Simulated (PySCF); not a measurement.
Atomic charges by several schemes

Compound: C₇H₁₂FP.
SMILES with atom numbers: `[CH3:1][CH:2]([CH3:3])[P:4]1[CH2:5][CH:6]=[C:7]([F:8])[CH2:9]1` (hydrogens: H10, H11, H12 on C1; H13 on C2; H14, H15, H16 on C3; H17, H18 on C5; H19 on C6; H20, H21 on C9)

Cartesian coordinates in Å at the GFN2-xTB level; atoms count from 1:
```xyz
21
C7H12FP angstrom
C     -2.0112   -1.0652   -0.5720
C     -1.0709    0.1067   -0.3029
C     -1.8798    1.3005    0.1973
P      0.1968   -0.3859    1.0014
C      1.2711   -1.5020   -0.0632
C      2.1965   -0.6154   -0.8298
C      2.2426    0.6328   -0.4026
F      3.0330    1.5825   -0.9454
C      1.3977    1.0323    0.7600
H     -2.5168   -1.3587    0.3466
H     -1.4786   -1.9311   -0.9591
H     -2.7660   -0.7803   -1.3033
H     -0.5401    0.3759   -1.2249
H     -1.2516    2.1705    0.3748
H     -2.6356    1.5764   -0.5364
H     -2.3825    1.0479    1.1295
H      1.8377   -2.1732    0.5906
H      0.6613   -2.1286   -0.7158
H      2.7851   -0.9984   -1.6462
H      0.8892    1.9824    0.5878
H      2.0130    1.1478    1.6582
```

Density: PBE0/pcSseg-1 (PySCF); schemes: Mulliken, IAO, Hirshfeld and ESP-fitted. Geometry: GFN2-xTB, one conformer, isolated molecule.

Problem. Give the atomic charges in each scheme.

Solution. In e; atoms taken as equivalent share a row and are averaged (×n: the atom named and its like, n in all):

| atom | environment | Mulliken | IAO | Hirshfeld | ESP-fitted |
| --- | --- | --- | --- | --- | --- |
| C1/C3 | methyl carbon | -0.217 | -0.414 | -0.121 | -0.681 |
| C2 | sp3 carbon bound to phosphorus | -0.538 | -0.261 | -0.062 | +0.649 |
| P4 | phosphine phosphorus | +0.354 | +0.462 | +0.158 | -0.483 |
| C5 | sp3 carbon bound to phosphorus | -0.377 | -0.433 | -0.114 | +0.268 |
| C6 | alkene CH carbon | -0.182 | -0.225 | -0.084 | -0.455 |
| C7 | vinylic C–F carbon | +0.248 | +0.280 | +0.080 | +0.224 |
| F8 | vinyl fluorine | -0.278 | -0.273 | -0.093 | -0.216 |
| C9 | sp3 carbon bound to phosphorus | -0.420 | -0.468 | -0.125 | +0.216 |
| H10 (×6) | methyl hydrogen | +0.119 | +0.138 | +0.039 | +0.172 |
| H13 | methine hydrogen | +0.152 | +0.130 | +0.028 | -0.068 |
| H17/H18 | methylene hydrogen | +0.160 | +0.151 | +0.041 | +0.004 |
| H19 | vinylic hydrogen | +0.108 | +0.163 | +0.051 | +0.185 |
| H20/H21 | methylene hydrogen | +0.168 | +0.160 | +0.045 | +0.003 |

Mean size of the charges over all atoms: ESP-fitted 0.251 e, IAO 0.237 e, Mulliken 0.212 e, Hirshfeld 0.069 e. Each set sums to the total charge, 0, to within 0.001 e. The IAO scheme counts the electrons in orthogonalised intrinsic atomic orbitals, a minimal basis polarised so that it spans the occupied orbitals exactly.

Some averages cover members that differ in this geometry: H20/H21, ESP-fitted -0.027 to +0.032; H17/H18, ESP-fitted -0.024 to +0.032; H10 (×6), ESP-fitted +0.153 to +0.189 e.

Lowest charge. The schemes don't all agree: Mulliken C2 (-0.538); IAO C9 (-0.468); Hirshfeld C9 (-0.125); ESP-fitted C1/C3 (-0.681).

Highest charge. The schemes don't all agree: Mulliken P4 (+0.354); IAO P4 (+0.462); Hirshfeld P4 (+0.158); ESP-fitted C2 (+0.649).

Problem. Sum the charges by element, for elements with more than one atom.

Solution. 
```
element  atoms  Mulliken     IAO  Hirshfeld  ESP-fitted
      C      7    -1.703  -1.935     -0.547      -0.460
      H     12    +1.627  +1.746     +0.482      +1.159
```

Problem. How many electrons does the ESP-fitted scheme count on C3?

Solution. Its own charge is -0.685 e, so Z − q = 6.686.

Problem. How closely do the schemes follow one another over all atoms?

Solution. Correlation coefficient and root-mean-square difference: IAO with Hirshfeld 0.99, 0.189 e; Mulliken with IAO 0.94, 0.093 e; Mulliken with Hirshfeld 0.92, 0.173 e; Hirshfeld with ESP-fitted 0.22, 0.318 e; IAO with ESP-fitted 0.19, 0.380 e; Mulliken with ESP-fitted -0.05, 0.415 e.

The run behind these numbers computed NMR shieldings as well. Hardware: an Intel Xeon Platinum 8488C with one thread, no GPU, shared host with 192 logical CPUs at a one-minute load of 8.8. Cost: 42 s, 1.0 GiB resident at most.
